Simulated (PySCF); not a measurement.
## C5H7N3: full NMR table

```
Formula                               : C5H7N3
SMILES                                : C=CCn1nccn1
Point group of the computed structure : C1
Degrees of unsaturation               : 4
Carbon signals                        : 4
Proton signals                        : 5
```

Molfile (atoms numbered from 1):
```
C5H7N3
     RDKit          3D

 15 15  0  0  0  0  0  0  0  0999 V2000
   -2.6988   -0.1034    0.6744 C   0  0  0  0  0  0  0  0  0  0  0  0
   -1.5942   -0.6431    0.1983 C   0  0  0  0  0  0  0  0  0  0  0  0
   -0.7521   -0.0225   -0.8801 C   0  0  0  0  0  0  0  0  0  0  0  0
    0.6093    0.1135   -0.4403 N   0  0  0  0  0  0  0  0  0  0  0  0
    1.0955    1.2522   -0.0159 N   0  0  0  0  0  0  0  0  0  0  0  0
    2.3426    0.9732    0.3357 C   0  0  0  0  0  0  0  0  0  0  0  0
    2.5606   -0.3855    0.0988 C   0  0  0  0  0  0  0  0  0  0  0  0
    1.4406   -0.8972   -0.3915 N   0  0  0  0  0  0  0  0  0  0  0  0
   -3.2781   -0.5823    1.4447 H   0  0  0  0  0  0  0  0  0  0  0  0
   -3.0750    0.8379    0.3085 H   0  0  0  0  0  0  0  0  0  0  0  0
   -1.2190   -1.5845    0.5759 H   0  0  0  0  0  0  0  0  0  0  0  0
   -0.7558   -0.6649   -1.7669 H   0  0  0  0  0  0  0  0  0  0  0  0
   -1.1154    0.9745   -1.1350 H   0  0  0  0  0  0  0  0  0  0  0  0
    3.0004    1.7236    0.7212 H   0  0  0  0  0  0  0  0  0  0  0  0
    3.4350   -0.9833    0.2501 H   0  0  0  0  0  0  0  0  0  0  0  0
  1  2  2  0
  2  3  1  0
  3  4  1  0
  4  5  1  0
  5  6  2  0
  6  7  1  0
  7  8  2  0
  8  4  1  0
  1  9  1  0
  1 10  1  0
  2 11  1  0
  3 12  1  0
  3 13  1  0
  6 14  1  0
  7 15  1  0
M  END
```

PySCF calculation with structure optimised with GFN2-xTB, shieldings: GIAO PBE0/pcSseg-1 and spin–spin couplings from B3LYP/pcJ-1 (spin–dipole term only in couplings to heteroatoms); no solvent model, one computed conformer, averaged over atoms made equivalent by symmetry, fast rotation or ring inversion, non-relativistic.

Shifts are taken against calculated references (same method and geometry level): TMS for $^{1}$H (σ = 31.72 ppm), $^{13}$C (σ = 186.93 ppm); NH3 for $^{15}$N (σ = 267.73 ppm).

| carbon | δC, type | δH (multiplicity, J in Hz) | HMBC from (abs. J ≥ 3 Hz) | span of the C tensor (ppm) |
| --- | --- | --- | --- | --- |
| C1 | 124.9, CH2 | H9 5.49 (dt, 11.5, 1.5); H10 5.68 (dt, 18.0, 1.6) | H12/H13 | 210 |
| C2 | 144.2, CH | 6.48 (ddt, 18.0, 11.5, 7.4) | H12/H13 | 229 |
| C3 | 61.1, CH2 | 5.07 (dt, 7.4, 1.6) | H11, H10, H9 | 46 |
| C6/C7 | 138.7, CH | 7.66 (s) | H14/H15 | 168 |

Other nuclei:
```json
{"atoms": "N5/N8", "nucleus": "$^{15}$N", "environment": "pyridine-type nitrogen of an azole", "δ (ppm)": "361.6", "σ (ppm)": "-93.9"}
{"atoms": "N4", "nucleus": "$^{15}$N", "environment": "pyrrole-type ring nitrogen", "δ (ppm)": "280.9", "σ (ppm)": "-13.2"}
```

Selected couplings (Hz, signed; the shortest-range and largest first, 30 at most; isotopes $^{13}$C, $^{1}$H, $^{15}$N): $^{1}J$(C6,H14) 199.4, $^{1}J$(C2,H11) 167.1, $^{1}J$(C1,H9) 165.8, $^{1}J$(C1,H10) 161.4, $^{1}J$(C3,H12) 146.7, $^{1}J$(C1,C2) 78.7, $^{1}J$(C2,C3) 44.8, $^{1}J$(C3,N4) -19.6, $^{1}J$(N4,N5) -14.1, $^{2}J$(N5,H14) -14.0, $^{2}J$(C3,N5) -7.4, $^{2}J$(C1,C3) 2.9, $^{2}J$(N4,C6) -2.8, $^{2}J$(N4,H12) 1.6, $^{2}J$(N5,C7) 1.6, $^{2}J$(C2,N4) 1.3, $^{3}J$(H10,H11) 18.0, $^{3}J$(H9,H11) 11.5, $^{3}J$(N4,H14) -9.2, $^{3}J$(H11,H12) 7.4, $^{3}J$(C3,C6) 2.8, $^{3}J$(N5,H12) -2.5, $^{3}J$(C1,N4) -2.1, $^{3}J$(N4,H11) -1.2, $^{4}J$(H10,H12) -1.6, $^{4}J$(H9,H12) -1.5.

Carbon types of the structure: 3 × CH, 2 × CH2, which accounts for all hydrogens. δC 144.2: alkene CH; the olefinic region. δC 138.7: aromatic CH next to a ring nitrogen. δC 124.9: terminal =CH2 carbon; an sp2 carbon of a C=C bond. δC 61.1: allylic sp3 CH2 bonded to N; deshielded by the electronegative neighbour. δH 5.68, 5.49: hydrogen on a terminal =CH2 carbon; olefinic region. The protons at 5.68 and 6.48 share a coupling of 18.0 Hz (vicinal, trans across C=C). The protons at 5.49 and 6.48 share a coupling of 11.5 Hz (vicinal, cis across C=C). The protons at 6.48 and 5.07 share a coupling of 7.4 Hz (vicinal).

Splittings below 1 Hz are ignored in the labels, and close J values are merged. Unscaled 3J(H,H) at this level run about 10 % above measured values. Shifts are as computed. Against solution values, carbons near 30 ppm lie about +3 ppm off and those near 130 ppm about +5 ppm. Of 1211 compounds with measured shifts, 218 miss one by over three times the rms of a fit or turn the order of signals round; such compounds aren't used in these exercises. Couplings across =CH–CH2 type bonds come from one rotamer and its mirror image, and can be 1–2 Hz further off. Experimental scales use liquid or dissolved standards, which lie at an offset from isolated NH3 (liquid NH3: subtract about 20 ppm). Unscaled 15N shifts of sp2 nitrogen come out 20 to 40 ppm too high even then.
